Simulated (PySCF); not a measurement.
Identify the compound

An unknown has the formula C8H13NSi. Its calculated NMR data are:

¹H NMR (500 MHz, computed): δ 4.85 (m, 1H), 4.69 (m, 1H), 2.43 (m, 1H), 2.41 (m, 1H), 1.98 (s, 3H), 1.90 (m, 1H), 1.52 (m, 2H), 1.51 (m, 2H), 1.34 (m, 1H).

¹³C{¹H} NMR (computed): δ 90.5 (C), 83.2 (C), 54.3 (C), 38.0 (CH2), 23.7 (CH2, 2C), 5.5 (CH2), 5.0 (CH3).

- geometry: GFN2-xTB
- shieldings: GIAO PBE0/pcSseg-1
- code: PySCF 2.14.0 with density-fitted response routines
- gas phase, equivalent nuclei averaged, non-relativistic Hamiltonian, single conformer

δ = σ(ref) − σ, references computed at the same level: TMS for ¹H and ¹³C.

Question: Deduce the structure.

Answer: 
1. Rings plus π bonds: 4 (2 rings in the answer).
2. 7 carbon signals for 8 carbons: some carbons are equivalent by symmetry or fast rotation.
3. Carbon types of the structure: 3 × C, 4 × CH2, 1 × CH3, leaving 2 H on heteroatoms.
4. δC 90.5, 83.2: alkyne carbon; sp carbons lie upfield of alkene carbons because the cylindrical π system leaves one tensor component strongly shielded.
5. δC 54.3: propargylic fully substituted sp3 carbon bonded to N and Si; deshielded by the electronegative neighbour.
6. δC 38.0: sp3 CH2 in a ring; saturated and bonded to C and H only.
7. δC 5.5: sp3 CH2 bonded to Si; an electropositive neighbour leaves it electron-rich and shielded.
8. δC 5.0: propargylic methyl carbon; aliphatic region, no heteroatom directly attached.
9. δH 4.85, 4.69: hydrogen on a silicon bonded to 2 C, in a 4-membered ring.
10. δH 1.98: hydrogen on a propargylic methyl carbon.

The compound is SMILES CC#C[C@]1(N2CC2)CC[SiH2]1.

This is the structure that produced the data.

Shifts are as computed. Against solution values, carbons near 30 ppm lie about +3 ppm off and those near 130 ppm about +5 ppm. Of 1211 compounds with measured shifts, 218 miss one by over three times the rms of a fit or turn the order of signals round; such compounds aren't used in these exercises. No couplings were computed; multiplicities are counted from neighbouring protons, with m where these are inequivalent, close in shift, in a saturated or five-membered ring or joined by F or P, and br s for small geminal =CH2 splittings.
